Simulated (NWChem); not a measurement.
# Spin states of H$_{3}$N$_{2}$

```xyz
5

N      0.6511    -0.3566     0.0959
N     -0.5470     0.1891    -0.1233
H      1.3245     0.4159     0.0242
H     -0.7248     1.1746     0.0674
H     -1.3289    -0.4182     0.1002
```
Charge 0, spin multiplicity 2.

All runs are NWChem calculations. The geometry was optimised at UPBE0/def2-SVP, a minimum by its harmonic frequencies. It is one conformer; others weren't searched.

Basis set: def2-TZVP. The gap is E(quartet) − E(doublet) at the geometry of the doublet, so a negative value puts the higher spin lower. Open shells are unrestricted, coupled cluster uses restricted open-shell references. The quartet is the single determinant that the SCF runs reached; it need not be the lowest quartet, which in molecules with degenerate π orbitals can need several determinants.

| method | vertical doublet-quartet gap (kcal/mol) | relative cost | remark | difference from CCSD(T) |
|---|---|---|---|---|
| BHandHLYP | 163.0 | under 3 | - | -1.7 |
| MP2 | 169.6 | under 3 | - | +4.9 |
| B2PLYP | 162.3 | under 3 | - | -2.4 |
| B3LYP | 159.4 | under 3 | - | -5.4 |
| BLYP | 155.1 | 1 | - | -9.7 |
| CCSD(T) | 164.7 | 20 | large amplitudes | 0.0 |
| PBE | 154.9 | under 3 | - | -9.8 |
| HF | 152.9 | under 3 | - | -11.8 |

The values span 16.7 kcal/mol, from HF (lowest) to MP2 (highest). The cost column gives rough processor time relative to BLYP; each entry includes its own SCF.

The correlated methods keep 2 core orbitals frozen. B3LYP has NWChem's definition, with VWN1-RPA local correlation. The structure started from a generated list of species. The stability of the SCF solutions was not checked. Open-shell Hartree-Fock references start from PBE0 orbitals; any time given for them includes that run. No row is a measurement; the coupled-cluster row has its own basis-set and correlation limits.
